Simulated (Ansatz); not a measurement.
**Ligand exchange: CH7NSi + Si(CH3)(SiH3)2F → CH9NSi2 + SiH(CH3)(SiH3)F**

Species: CH7NSi `CN[SiH3]`, singlet; Si(CH3)(SiH3)2F, singlet; CH9NSi2 `CN([SiH3])[SiH3]`, singlet; SiH(CH3)(SiH3)F, singlet. The partners trade H for SiH3: N–H and Si–SiH3 bonds give way to N–SiH3 and Si–H.

Shapes, held fixed at every level: PBE0-D4/def2-TZVP. Programs: Ansatz 0.2.0. Electronic energies: no zero-point or thermal term.

| level | kind | ΔE (kJ/mol) | less CCSD(T)/CBS estimate |
| --- | --- | --- | --- |
| HF/def2-TZVPP | Hartree–Fock | -68.7 | -11.0 |
| PBE-D4/def2-TZVPP | GGA | -34.8 | +22.9 |
| r2SCAN-D4/def2-TZVPP | meta-GGA | -48.6 | +9.1 |
| B3LYP-D4/def2-TZVPP | global hybrid | -52.7 | +5.0 |
| wB97X-V/def2-TZVPP | range-separated hybrid | -53.5 | +4.2 |
| CCSD(T)/def2-TZVPP | coupled cluster or CI | -58.8 | -1.1 |
| CCSD/def2-TZVPP | coupled cluster or CI | -60.1 | -2.4 |
| CCSD(T)/CBS estimate | coupled cluster or CI | -57.7 | 0.0 |

The highest level, CCSD(T)/CBS estimate, gives ΔE = -57.7 kJ/mol; the levels span -68.7 to -34.8. The column of differences is taken from that level and isn't an error. No measured value is set beside it here. The CBS estimate extrapolates MP2 from def2-TZVPP and def2-QZVPP and adds CCSD(T) − MP2 in the triple-zeta set, cores frozen.
